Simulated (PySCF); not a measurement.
All of these have the formula C6H7O2P. Method used: TDDFT PBE0/def2-SVPD, vertical, gas phase, core orbitals frozen in the response in PySCF. Geometries: GFN2-xTB; one conformer of each isolated species. Triplets are in the Tamm–Dancoff approximation.

A. `Cc1pc(co1)C(=O)C`
B. `c1(C)pc(oc1)C(=O)C`
C. `o1cpc(C=C)c1OC`

Lowest singlet levels (six at most, fewer where fewer were computed) with oscillator strengths:

1. 3.44 eV (f 0.001); 4.37 eV (f 0.238); 4.84 eV (f 0.033); 4.96 eV (f 0.010); 6.07 eV (f 0.000); 6.42 eV (f 0.116); T1 2.56 eV
2. 4.18 eV (f 0.086); 5.29 eV (f 0.169); 5.39 eV (f 0.057); 5.52 eV (f 0.000); 5.72 eV (f 0.000); 5.81 eV (f 0.014); T1 2.95 eV
3. 3.91 eV (f 0.000); 4.56 eV (f 0.028); 5.26 eV (f 0.107); 5.29 eV (f 0.002); 5.73 eV (f 0.005); 5.78 eV (f 0.218); T1 3.18 eV

Question: Which spectrum belongs to which structure?

Answer: 1 = B, 2 = C, 3 = A.
- A: S1 at 3.91 eV, HOMO-1→LUMO (96%); Löwdin shares by element: HOMO carbon 55% or more, phosphorus 24% (atoms not listed hold the other 20%); LUMO carbon 49% or more, oxygen 20% or more (atoms not listed hold the other 31%); HOMO -6.95 and LUMO -1.55 eV.
- B: S1 at 3.44 eV, HOMO-1→LUMO (97%); Löwdin shares by element: HOMO carbon 46% or more, phosphorus 19%, oxygen 12% or more (atoms not listed hold the other 23%); LUMO carbon 30% or more, phosphorus 28%, oxygen 15% or more (atoms not listed hold the other 27%); HOMO -7.14 and LUMO -2.27 eV; point group Cs, 1 of its 6 listed states under f = 0.0005.
- C: S1 at 4.18 eV, HOMO→LUMO (94%); Löwdin shares by element: HOMO carbon 62% or more (atoms not listed hold the other 38%); LUMO phosphorus 38%, carbon 35% or more, oxygen 8% or more (atoms not listed hold the other 19%); HOMO -6.06 and LUMO -1.03 eV; point group Cs, 2 of its 6 listed states under f = 0.0005.
